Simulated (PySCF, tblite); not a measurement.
**Complex of fluorosilane and 2 × hydrogen fluoride**

A gas-phase complex of fluorosilane and 2 × hydrogen fluoride; neutral, singlet. The structure comes from a short search (6 tight-binding starts) and was relaxed by PBE0-D3(BJ)/def2-SVPD; another way of binding may lie lower. Frequencies by PBE0-D3(BJ)/def2-SVPD show no clear imaginary mode.

| part | name | SMILES | atoms | charge | multiplicity |
| --- | --- | --- | --- | --- | --- |
| 1 | fluorosilane | F[SiH3] | 1–5 | 0 | 1 |
| 2 | hydrogen fluoride | F | 6–7 | 0 | 1 |
| 3 | hydrogen fluoride | F | 8–9 | 0 | 1 |

```xyz
9

Si    0.440    0.250    0.668
F     0.239   -0.115   -0.956
H    -0.932    0.166    1.233
H     1.338   -0.785    1.232
H     0.986    1.624    0.739
F     2.085   -0.343   -2.687
H     1.304   -0.299   -2.161
F     3.334    0.412   -0.566
H     3.106    0.147   -1.435
```
Atoms count from 1 in this order.

```csv
contact,kind (by geometry),distance (Å),angle (°)
H7···F2,hydrogen bond,1.619,165
H9···F6,hydrogen bond,1.688,156
H3–Si1···F8,tetrel bond,3.150,179
```

Interaction energies are complex less parts, with the parts frozen as they stand in it; counterpoise-corrected, in kcal/mol (PySCF).

(1) How strongly do the parts interact, level by level?

(2) What holds them together? Decompose the wB97M-D3(BJ)/def2-TZVPD energy: frozen parts, their antisymmetrised product, then relaxation.

The parts were also relaxed and run alone, at the levels used for the complex: vibrations by PBE0-D3(BJ)/def2-SVPD; shieldings by PBE0/pcSseg-2; core levels by delta-SCF with SCAN, pcX-2 on the ionised atom and pcseg-1 elsewhere, spin-free X2C.

(3) How do these values change when the complex forms?

(4) What are the binding energy from relaxed parts (wB97M-D3(BJ)/def2-TZVPD), and ΔH and ΔG of association at 298.15 K and 1 atm?

## Answers

(1) 
```csv
level,interaction,superposition error removed
wB97M-D3(BJ)/def2-TZVPD,-14.02,-0.18
PBE0-D3(BJ)/def2-TZVPD,-14.95,-0.17
```

(2) electrostatic -23.5, Pauli repulsion +25.3, orbital relaxation -14.2, dispersion correction -1.8 kcal/mol, which sum to the value before the counterpoise correction; the Pauli term holds the exchange-correlation of the frozen density too. Of the attraction, 59 % is electrostatic, 36 % is orbital relaxation, 5 % is dispersion correction.

(3) 
| property | alone | in the complex | change |
| --- | --- | --- | --- |
| F6–H7 bond (Å) | 0.920 | 0.943 | +0.023 |
| stretch carried by H7 (cm⁻¹, harmonic) | 4151 | 3655 | -496 |
| its infrared intensity (km/mol) | 127 | 692 |  |
| shielding of H7 (ppm) | 29.19 | 23.99 | -5.20 |
| shielding of F2 (ppm) | 409.9 | 402.3 | -7.7 |
| shielding of H9 (ppm) | 29.19 | 24.97 | -4.22 |
| shielding of F6 (ppm) | 410.9 | 389.0 | -21.9 |
| F2 1s core level (eV) | 692.44 | 693.41 | +0.97 |
| F6 1s core level (eV) | 694.12 | 693.74 | -0.38 |
| F8 1s core level (eV) | 694.12 | 692.97 | -1.14 |

(4) -12.30 kcal/mol, -8.38 with zero-point energy; ΔH -9.7 and ΔG +6.6 kcal/mol, from harmonic vibrations by PBE0-D3(BJ)/def2-SVPD with low modes damped.

The 5 runs behind this took 8.2 min in all, one thread each of Arm Neoverse V1 on a shared host, launched as `OMP_NUM_THREADS=1 python cluster_run.py task.json out`.
